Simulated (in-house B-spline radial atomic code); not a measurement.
RPA and G0W0 on LDA VWN5: Te⁴⁺

Configuration [Kr] 4d10 5s2, mean-field start LDA VWN5. Computed with an all-electron radial atomic-structure program (B-spline basis): all electrons, scalar-relativistic (spin-free one-electron X2C), finite nucleus, each spin shell either full or empty, empty states to l = 9 with an (l + 1/2)⁻⁴ tail; G0W0 by contour deformation at full frequency.

Command:
```bash
python run_gw.py task.json out
```
Settings (radii: box in bohr, nucleus in fm):
```
Z                        52
electrons                48
configuration            [Kr] 4d10 5s2
hamiltonian              x2c
method                   lda,vwn
lmax                     9
rms_radius               4.7423
spin_polarised           False
box_radius               11.96
intervals                67
ion_configuration        [Kr] 4d10 5s1
```

Time taken, with all properties: 7.6 s on 1 thread of Arm Neoverse V1, with other jobs on the host.

Energies (hartree):

```
                                     term        value
                         mean-field total  -6784.06389
Hartree-Fock functional on these orbitals  -6787.62151
                      direct second order      -4.4464
                    second-order exchange       1.2179
                         SOSEX correction       1.1271
```

Problem. What is the RPA correlation energy, and what remains with SOSEX?

Solution. RPA gives -3.8811 hartree (-2.2 eV per electron); RPA + SOSEX gives -2.754, and the second-order doubles -3.2285 hartree (no singles). RPA lacks exchange-type terms and so overcorrelates at short range.

Quasi-particle levels (eV):

| level | occupied | mean field | Σx - vxc | Σc | QP weight | G0W0 |
| --- | --- | --- | --- | --- | --- | --- |
| 5s | yes | -53.74 | -2.75 | ? | ? | ? |
| 5p | no | -41.91 | 6.42 | -1.75 | 0.954 | -37.23 |

G0W0 = mean field + (Σx - vxc) + Σc, with Σc (partial-wave tail included) taken at the quasi-particle energy. Only the outer levels were computed. Levels of low weight are left out.

Problem. Where does G0W0 put 5s?

Solution. At -59.03 eV, with Σc = -2.54 eV and a quasi-particle weight of 0.956. The tabulated removal energy is 59.3 ± 0.9 eV (NIST, measured); the calculation leaves out spin-orbit coupling, Breit and QED terms, and what these don't explain is the method's own error.

Problem. What does it cost to remove one electron (to [Kr] 4d10 5s1) by differences of total energies, each species on its own start (correlation terms add to the Hartree-Fock functional)?

Solution. LDA VWN5 59.29 eV, Hartree-Fock functional 56.19 eV, + RPA 58.94 eV, + RPA + SOSEX 58.32 eV, + second order 59.95 eV. Tabulated: 59.3 ± 0.9 eV (NIST, measured); the calculation leaves out spin-orbit coupling, Breit and QED terms, and what these don't explain is the method's own error.
